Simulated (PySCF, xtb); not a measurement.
C2H7Sb, SMILES [SbH]([CH3])[CH3].

GFN2-xTB (xtb 6.7.1) at its own geometry gives an orbital gap of 4.78 eV and a dipole moment of 0.86 D.

Coordinates come from a PBE0-D3(BJ)/def2-SVP optimisation. The def2 effective core potentials stand for the cores of Sb; spin–orbit coupling is left out.

Q: What does PySCF with HF/def2-TZVPD give? (An estimate is asked for; the answer gives what the named calculation found.)

A: gap 10.80 eV (levels -8.93 and 1.87 eV), dipole 0.74 D.
